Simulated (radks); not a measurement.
The numbers below are computed, except where a source is named.
How relativity changes the ionisation of the terbium ion Tb43+ ([Ar] 3d4) to Tb44+ ([Ar] 3d3). Spin-unpolarised spherical Kohn-Sham, LDA (Slater exchange, Perdew-Wang correlation), point nucleus unless stated (finite: rms radius 5.06 fm), a radial shooting solver on a logarithmic mesh with Libxc functionals. A level marked "c x" has the speed of light scaled by that factor and shares open shells by 2j + 1; other Dirac levels either fill j = l - 1/2 first or share by 2j + 1.

level                               E(Tb43+) (hartree)  E(Tb44+) (hartree)  IE (eV)   HOMO  <r> HOMO (bohr)
non-rel.                                    -9738.4555          -9612.3783   3430.7     3d           0.1999
scalar-rel.                                -10206.3368         -10080.0607   3436.1     3d           0.1984
scalar-rel., finite nucleus                -10205.4195         -10079.1429   3436.2     3d           0.1984
Dirac, 2j+1 shares                         -10215.9837         -10089.7226   3435.7  3d5/2           0.1997
Dirac, low j first                         -10219.6191         -10092.5105   3458.8  3d3/2           0.1964
Dirac, 2j+1 shares, finite nucleus         -10215.0607         -10088.7991   3435.8  3d5/2           0.1997
Dirac, c x 0.75                            -10685.1916         -10558.8546   3437.8  3d5/2           0.1997
Dirac, c x 5                                -9755.5398          -9629.4537   3431.0  3d5/2           0.1999
Dirac, c x 100                              -9738.4981          -9612.4208   3430.7  3d5/2           0.1999

NIST Atomic Spectra Database: 3458 eV (theoretical). The relativistic part of the total energy of Tb43+ is -476.6 hartree (Dirac, 2j+1 shares, finite nucleus), 4.9 % of the non-relativistic value. Spin polarisation and multiplet splitting of open shells are left out at every level.

Beside tabulated values, note that relativity, absent from the non-relativistic runs, is large for the heavy elements, and spin-unpolarised runs miss the spin-polarisation part of the exchange energy of open shells.
